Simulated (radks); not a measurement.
Task: Coulomb parameter of the 4f shell of the dysprosium ion Dy+ in the model configuration [Xe] 4f9 6s1 6p1, as a second difference U = [E(n + 0.5) + E(n - 0.5) - 2 E(n)] / (0.5)^2 with all orbitals relaxed. "Bare": the charge of the atom changes with n. "Screened": the 6p shell takes up the change at fixed total charge, which measures U(4f,4f) + U(6p,6p) - 2 U(4f,6p). All-electron calculation, scalar-relativistic Kohn-Sham, SCAN, spin-unpolarised, spherical densities, finite nucleus; meta-GGA in the generalised Kohn-Sham scheme; Fermi nuclear charge, rms radius 5.2218 fm. Program: a radial shooting solver on a logarithmic mesh with Libxc functionals. Estimate both.

Result: U(bare) = 16.579 eV, U(screened by 6p) = 9.056 eV, against the Slater integral F0(4f,4f) = 31.360 eV with frozen orbitals.
